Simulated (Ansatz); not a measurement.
`[F][W]([F])(=[S])([Cl])[Cl]` and `[F][W]([F])([F])(=[S])[Cl]` differ in one atom or group.

Ansatz, PBE0-D4/def2-TZVP geometries, multiplicity 1. 

Elements past krypton have def2 core potentials.

```
                                                                                  property  `[F][W]([F])(=[S])([Cl])[Cl]`
                                                         HOMO energy (PBE/def2-TZVPP) / eV                          -7.77
ideal-gas entropy at 298 K and 1 bar (rigid rotor, harmonic PBE0-D4/def2-TZVP) / J/(mol·K)                            385
                                        size of the dipole moment (ωB97M-V/def2-TZVPP) / D                           1.18
                                                       HOMO–LUMO gap (PBE/def2-TZVPP) / eV                           2.90
                                                      HOMO–LUMO gap (PBE0/def2-TZVPP) / eV                           4.86
                                            size of the dipole moment (PBE/def2-TZVPP) / D                           0.87
```

Give the same properties after the change, and the shifts. (Best estimate.)

The calculation gave: 
```
                                                                                  property  `[F][W]([F])([F])(=[S])[Cl]`  shift
                                                         HOMO energy (PBE/def2-TZVPP) / eV                         -7.91  -0.14
ideal-gas entropy at 298 K and 1 bar (rigid rotor, harmonic PBE0-D4/def2-TZVP) / J/(mol·K)                           374    -11
                                        size of the dipole moment (ωB97M-V/def2-TZVPP) / D                          1.01  -0.17
                                                       HOMO–LUMO gap (PBE/def2-TZVPP) / eV                          3.27   0.37
                                                      HOMO–LUMO gap (PBE0/def2-TZVPP) / eV                          5.29   0.43
                                            size of the dipole moment (PBE/def2-TZVPP) / D                          0.73  -0.14
```

With PBE0 the HOMO falls by 0.16 eV and the LUMO rises by 0.28 eV, so the gap widens by about 0.44 eV. PBE moves the HOMO by -0.14 eV and ωB97M-V by -0.15 eV. Dipoles are sizes alone; their direction can turn.
